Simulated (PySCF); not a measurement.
CH₅FO₂Si₂. Atoms are numbered in the order given.

```xyz
11

F      2.0641    -0.8816    -0.4172
Si     0.9997    -0.1304     0.5562
O      0.5098     1.3232    -0.0984
C     -0.6942     1.4273    -0.8103
O     -1.6162     0.4252    -0.4883
Si    -1.1664    -0.9607     0.3591
H      1.7149     0.1416     1.8244
H     -0.4792     1.3869    -1.8941
H     -1.1433     2.4044    -0.5673
H     -1.3474    -2.1845    -0.4736
H     -1.9722    -1.0900     1.6071
```
Charge 0, spin multiplicity 1.

The structure is a stationary point at PBE0-D3(BJ)/def2-SVP. The structure was generated by enumeration; whether it is a known compound was not checked. One conformer was computed; it need not be the lowest.

These are PySCF with PBE/pcSseg-1 values and carry that method's errors.

GIAO shieldings, no solvent; atoms listed in one row are averaged. δ = σ(ref) − σ: ¹⁹F against CFCl3 (σ = 133.6 ppm); ²⁹Si against TMS (σ = 335.4 ppm); ¹⁷O against H2O (σ = 334.3 ppm); ¹³C against TMS (σ = 182.0 ppm); ¹H against TMS (σ = 31.49 ppm), references at their B3LYP-D3(BJ)/def2-TZVP geometries, non-relativistic.

Q: Estimate the chemical shifts. (An estimate is asked for; the answer gives what the named calculation found.)

A: 
| nucleus | atoms | count | δ (ppm) |
|---|---|---|---|
| ¹⁹F | F1 | 1 | -181.0 |
| ²⁹Si | Si2 | 1 | 0.4 |
| ²⁹Si | Si6 | 1 | -39.7 |
| ¹⁷O | O3 | 1 | 163.5 |
| ¹⁷O | O5 | 1 | 80.0 |
| ¹³C | C4 | 1 | 103.4 |
| ¹H | H8, H9 | 2 | 6.07 |
| ¹H | H7 | 1 | 5.96 |
| ¹H | H10 | 1 | 5.42 |
| ¹H | H11 | 1 | 5.28 |
